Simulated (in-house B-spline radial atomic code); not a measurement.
Configurations of Zr II (Zr+), with energies counted from [Kr] 4d2 5s1. Computed with an all-electron radial atomic-structure program (B-spline basis): Dirac-Hartree-Fock, average of configuration, Fermi nucleus of rms radius 4.2694 fm. Energies include first-order Breit, QED and recoil terms.

Occupations are held fixed; configurations that lie above the ionisation limit could autoionise.

```csv
configuration,E - E(ref) (eV),highest orbital,its <r> (bohr)
[Kr] 4d2 4f1,8.4853,4f5/2,8.816
[Kr] 4d2 7s1,8.8408,7s1/2,13.36
[Kr] 4d2 8s1,9.9143,8s1/2,20.45
[Kr] 4d2 9s1,10.509,9s1/2,29.03
[Kr] 4d2 7f1,10.796,7f5/2,33.31
[Kr] 4d2 8g1,11.067,8g7/2,42.98
[Kr] 4d1 5s1 9p1,12.304,9p3/2,31.73
[Ar] 3d10 4s2 4p5 4d2 5s1 7f1,44.067,7f5/2,32.77
```

**Question.** Order these further configurations by energy, lowest first.
A. [Ar] 3d10 4s2 4p5 4d2 5s1 5g1
B. [Kr] 4d2 7p1
C. [Kr] 4d2 5p1
D. [Kr] 4d2 5f1
E. [Ar] 3d10 4s2 4p5 4d2 5s2

**Answer.** C (3.371 eV), B (9.3329 eV), D (9.7172 eV), E (32.327 eV), A (43.025 eV).

**Question.** How far above the reference does [Kr] 4d2 9f1 lie?

**Answer.** 11.24 eV; its least bound orbital is 9f5/2 with <r> = 57.18 bohr.

**Question.** How far above the reference does [Ar] 3d10 4s2 4p5 4d2 5s1 9g1 lie?

**Answer.** 44.531 eV; its least bound orbital is 9g7/2 with <r> = 55.68 bohr.

**Question.** How far above the reference does [Kr] 4d1 5s2 lie?

**Answer.** 0.98323 eV; its least bound orbital is 5s1/2 with <r> = 3.431 bohr.
